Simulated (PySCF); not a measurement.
# Reading the logs of faulty runs: BH4NOSi

Calculated results; nothing here was measured. The program is PySCF 2.14.0, an open-source quantum chemistry code, run on an isolated molecule that a program drew, which may never have been made. The molecule is BH4NOSi (charge 0, singlet), drawn as the SMILES string `NBO[SiH]`.

Each row is a Hartree-Fock (HF) and frozen-core CCSD(T) single point in the cc-pV(D+d)Z basis, meant for a local HF minimum. Run 1 is clean. Each other run has one planted mistake out of seven kinds, and not every kind appears here: one electron removed, one electron added, multiplicity raised by two, geometry at a saddle point, minimal basis STO-3G, one bond length entered in bohr, all coordinates scaled. The reference is restricted for singlets and unrestricted otherwise, and also for a bond in bohr. Adding or removing an electron swaps singlet and doublet. Electrons count all cores. HOMO and LUMO are orbital energies over both spins, the gradient is its largest component, and the lowest frequency (negative if imaginary) is given only where the gradient is small. Bond lengths are over the 7 bonds as drawn. T1 is the CCSD diagnostic: over 0.02 (restricted) or 0.045 (unrestricted) a single reference is doubtful.

Geometry of the clean run:
```xyz
8
BH4NOSi, angstrom
N     0.9971   -1.6658   -0.2408
B     0.4345   -0.8684    0.7529
O    -0.0930    0.3627    0.4087
Si   -0.8355    1.6113    1.1974
H     1.0344   -1.3809   -1.1979
H     1.3931   -2.5618   -0.0562
H     0.4098   -1.2487    1.8929
H    -0.8195    1.0388    2.6164
```

| run | electrons | basis functions | <S^2> | HOMO (eV) | LUMO (eV) | gradient (hartree/bohr) | lowest frequency (cm^-1) | mean bond (Å) | longest bond (Å) | T1 | HF (hartree) | CCSD(T) (hartree) | mistake |
|---|---|---|---|---|---|---|---|---|---|---|---|---|---|
| 1 | 38 | 85 | 0.000 | -8.85 | 1.32 | 2.6e-05 | 74 | 1.3081 | 1.653 | 0.0159 | -445.35316 | -445.92554 | no fault |
| 2 | 38 | 28 | 0.000 | -6.08 | 6.43 | 3.2e-02 | - | 1.3081 | 1.653 | 0.0209 | -439.94700 | -440.15445 | minimal basis STO-3G |
| 3 | 38 | 85 | 2.006 | -7.45 | 0.41 | 2.8e-02 | - | 1.3081 | 1.653 | 0.0190 | -445.30686 | -445.85448 | multiplicity raised by two |
| 4 | 38 | 85 | 0.000 | -8.99 | 1.18 | 2.6e-02 | - | 1.3461 | 1.701 | 0.0171 | -445.34661 | -445.92473 | all coordinates scaled |
| 5 | 38 | 85 | 0.804 | -9.18 | 1.36 | 2.8e-02 | - | 1.4609 | 2.271 | 0.0713 | -445.22972 | -445.80534 | ? |
| 6 | 37 | 85 | 0.773 | -15.51 | -7.01 | 8.5e-02 | - | 1.3081 | 1.653 | 0.0260 | -445.06300 | -445.61059 | ? |

**Which mistake was planted in run 5, and what did it cost?**

The mean bond changes by a factor of 1.117 and the longest by 1.374, so the molecule wasn't scaled as a whole. A length L in bohr read as angstrom grows by (1/0.5292 - 1) L = 0.890 L. The 7 bonds together grew by 7 x 0.1528 = 1.070 Å, which gives L = 1.202 Å. That is bond B2-H7, 1.202 Å in the clean geometry. So the mistake is: one bond length entered in bohr. Subtracting run 1 and multiplying by 627.51 kcal/mol a hartree, the energy moved by 77.5 kcal/mol in HF and 75.4 kcal/mol in CCSD(T).

**Which mistake was planted in run 6, and what did it cost?**

It counts 37 electrons, one fewer than the clean run, at the same geometry and basis. So the mistake is: one electron removed. Subtracting run 1 and multiplying by 627.51 kcal/mol a hartree, the energy moved by 182.1 kcal/mol in HF and 197.6 kcal/mol in CCSD(T).

Cautions from the logs. Run 2: T1 is over the limit, so its CCSD(T) energy is less reliable; run 5: T1 is over the limit, so its CCSD(T) energy is less reliable.
